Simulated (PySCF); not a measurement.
C$_{3}$F$_{5}$, doublet, geometry from GFN2-xTB; CAMB3LYP/3-21G in PySCF.

The PySCF input:
```python
from pyscf import gto, scf, dft

mol = gto.Mole()
mol.atom = '''
    F     2.08823266   -0.84310013    1.48714242
    C     1.34967774   -0.21136558    0.60608940
    F     2.10820213    0.63648515   -0.08184707
    C     0.07347268   -0.39191493    0.43848846
    C    -1.08282283    0.04051778   -0.34952189
    F    -1.28492352    1.36519252   -0.24993221
    F    -2.21267400   -0.55444525    0.03690842
    F    -0.92572232   -0.22895712   -1.65564220
'''
mol.basis = '3-21g'
mol.spin = 1
mol.verbose = 4
mol.build()

mf = dft.UKS(mol)
mf.xc = 'camb3lyp'
mf.conv_tol = 1e-6
mf.kernel()
```

What the program printed (banner, timings and long lists left out):

```
PySCF version 2.14.0

[INPUT] verbose = 4
[INPUT] num. atoms = 8
[INPUT] num. electrons = 63
[INPUT] charge = 0
[INPUT] spin (= nelec alpha-beta = 2S) = 1
[INPUT] symmetry False subgroup None
[INPUT] Mole.unit = angstrom
[INPUT] Symbol           X                Y                Z      unit          X                Y                Z       unit  Magmom
[INPUT]  1 F      2.088232660000  -0.843100130000   1.487142420000 AA    3.946187811772  -1.593228341285   2.810291882023 Bohr   0.0
[INPUT]  2 C      1.349677740000  -0.211365580000   0.606089400000 AA    2.550521285022  -0.399423058360   1.145342973002 Bohr   0.0
[INPUT]  3 F      2.108202130000   0.636485150000  -0.081847070000 AA    3.983924640925   1.202782615853  -0.154668546398 Bohr   0.0
[INPUT]  4 C      0.073472680000  -0.391914930000   0.438488460000 AA    0.138843242838  -0.740611881828   0.828623098182 Bohr   0.0
[INPUT]  5 C     -1.082822830000   0.040517780000  -0.349521890000 AA   -2.046238590126   0.076567507375  -0.660500646640 Bohr   0.0
[INPUT]  6 F     -1.284923520000   1.365192520000  -0.249932210000 AA   -2.428153543812   2.579839970105  -0.472303426607 Bohr   0.0
[INPUT]  7 F     -2.212674000000  -0.554445250000   0.036908420000 AA   -4.181347862946  -1.047749673566   0.069746805490 Bohr   0.0
[INPUT]  8 F     -0.925722320000  -0.228957120000  -1.655642200000 AA   -1.749361652197  -0.432666251069  -3.128710318272 Bohr   0.0

nuclear repulsion = 388.28987367835
number of shells = 40
number of NR pGTOs = 120
number of NR cGTOs = 72
basis = 3-21g
ecp = {}

******** <class 'pyscf.dft.uks.UKS'> ********
method = UKS
initial guess = minao
damping factor = 0
level_shift factor = 0
DIIS = <class 'pyscf.scf.diis.CDIIS'>
diis_start_cycle = 1
diis_space = 8
diis_damp = 0
SCF conv_tol = 1e-06
SCF conv_tol_grad = None
SCF max_cycles = 50
direct_scf = True
direct_scf_tol = 1e-13
number electrons alpha = 32  beta = 31
XC library pyscf.dft.libxc version 7.1.2
    S. Lehtola, C. Steigemann, M. J. T. Oliveira, and M. A. L. Marques,  SoftwareX 7, 1–5 (2018)
XC functionals = camb3lyp
    T. Yanai, D. P. Tew, and N. C. Handy,  Chem. Phys. Lett. 393, 51 (2004)
radial grids:
    Treutler-Ahlrichs [JCP 102, 346 (1995); DOI:10.1063/1.469408] (M4) radial grids

becke partition: Becke, JCP 88, 2547 (1988); DOI:10.1063/1.454033
pruning grids: <function nwchem_prune>
grids dens level: 3
symmetrized grids: False
atomic radii adjust function: <function treutler_atomic_radii_adjust>
small_rho_cutoff = 0
Set gradient conv threshold to 0.001
tot grids = 113664
init E= -611.076315889523

cycle= 1 E= -609.615098739413  delta_E= 1.46  |g|= 0.805  |ddm|= 2.26
cycle= 2 E= -609.555045530161  delta_E= 0.0601  |g|= 1.02  |ddm|= 1.67
cycle= 3 E= -609.883004746239  delta_E= -0.328  |g|= 0.0582  |ddm|= 0.897
cycle= 4 E= -609.884323030488  delta_E= -0.00132  |g|= 0.0303  |ddm|= 0.0815
cycle= 5 E= -609.884864460504  delta_E= -0.000541  |g|= 0.00766  |ddm|= 0.0384
cycle= 6 E= -609.884949573264  delta_E= -8.51e-05  |g|= 0.00345  |ddm|= 0.0158
cycle= 7 E= -609.884991514059  delta_E= -4.19e-05  |g|= 0.00221  |ddm|= 0.0125
cycle= 8 E= -609.885007884585  delta_E= -1.64e-05  |g|= 0.00138  |ddm|= 0.00784
cycle= 9 E= -609.885015575295  delta_E= -7.69e-06  |g|= 0.00049  |ddm|= 0.007
cycle= 10 E= -609.885016655352  delta_E= -1.08e-06  |g|= 0.000206  |ddm|= 0.00277
cycle= 11 E= -609.885016762727  delta_E= -1.07e-07  |g|= 9.92e-05  |ddm|= 0.000935
Extra cycle  E= -609.88501676554  delta_E= -2.81e-09  |g|= 0.00011  |ddm|= 0.000188
converged SCF energy = -609.88501676554  <S^2> = 0.76079838  2S+1 = 2.0107694
```
